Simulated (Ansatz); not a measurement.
Input file for C$_{2}$H$_{6}$GaNOSi (`NC1=[CH][GaH][O][SiH2]1`):

```yaml
crystal:
  periodic: [false, false, false]
  atoms:
    - {symbol: N, position_ang: [-0.330891, -1.642529, 1.071282]}
    - {symbol: C, position_ang: [0.002648, -0.498699, 0.423504]}
    - {symbol: C, position_ang: [1.053756, 0.304925, 0.747753]}
    - {symbol: Ga, position_ang: [1.152791, 1.831646, -0.397347]}
    - {symbol: O, position_ang: [-0.294704, 1.518701, -1.486970]}
    - {symbol: Si, position_ang: [-1.032634, 0.142136, -1.041258]}
    - {symbol: H, position_ang: [0.268268, -2.017871, 1.786971]}
    - {symbol: H, position_ang: [-1.038291, -2.254651, 0.709631]}
    - {symbol: H, position_ang: [1.718118, 0.045067, 1.570401]}
    - {symbol: H, position_ang: [1.984063, 3.108906, -0.668754]}
    - {symbol: H, position_ang: [-1.043710, -0.889667, -2.117490]}
    - {symbol: H, position_ang: [-2.439405, 0.352036, -0.597723]}
basis:
  gaussian: {orbitals: def2-SVP}
correlation: {method: ccsd_t}
```

```sh
$ ansatz run in.yaml --threads 2 --pin off --events-out ev --progress --plain --max-ram 20480MiB --backend cuda --devices 0, --max-vram 18GiB
```

Output of Ansatz, abridged:

```
Functional definition: HF
1359 factors; integrals over basis functions are off by at most 1.1e-3 eV
mean field evaluation 1: about -65853.7738 eV, gradient 4.7e1 eV
mean field evaluation 2: about -65853.7792 eV, gradient 4.7e1 eV
mean field evaluation 4: about -65859.0294 eV, gradient 5.0e0 eV
mean field evaluation 8: about -65859.1075 eV, gradient 2.6e-1 eV
mean field evaluation 16: about -65859.0941 eV, gradient 1.7e0 eV
mean field -65859.10787498 eV, -2420.2775734990 hartree, gradient 2.5e-6 eV, S^2 0.000000; 0 other end points of the search recorded, 0 dependent functions left out
18 core orbitals not correlated: weight in the atoms' cores, before any rotation towards them, 1.000 or more for the frozen orbitals, at most 0.000 for the correlated occupied ones
reference -65859.10787498 eV, -2420.2775734990 hartree; 21, 21 occupied and 97, 97 virtual orbitals, 1359 factors
second order -24.92802181 eV of doubles, -0.00000000 eV of singles
cycle   1  -24.82127901 eV  change    1.1e-1 eV  update   1.4e-1
cycle   2  -25.61294252 eV  change   -7.9e-1 eV  update   4.2e-2
cycle   3  -25.79408372 eV  change   -1.8e-1 eV  update   2.2e-2
cycle   4  -25.78133106 eV  change    1.3e-2 eV  update   5.4e-3
cycle   5  -25.77920590 eV  change    2.1e-3 eV  update   2.7e-3
cycle   6  -25.77973798 eV  change   -5.3e-4 eV  update   8.0e-4
cycle   7  -25.77945268 eV  change    2.9e-4 eV  update   3.7e-4
cycle   8  -25.77937160 eV  change    8.1e-5 eV  update   1.2e-4
cycle   9  -25.77940811 eV  change   -3.7e-5 eV  update   4.8e-5
perturbative correction -0.89819754 eV, -0.0330081508 hartree
Total energy: -65885.78548064 eV, -2421.2579574242 hartree
```

Hardware: 2 threads of an AMD EPYC 7R13 on a shared host and a share of an NVIDIA H100 80 GB. Wall time 2 s, peak host memory 0.79 GiB.

MP2 recovers 93.4 % of the CCSD(T) correlation energy and the triples give 3.4 %; T1 = 0.0146.
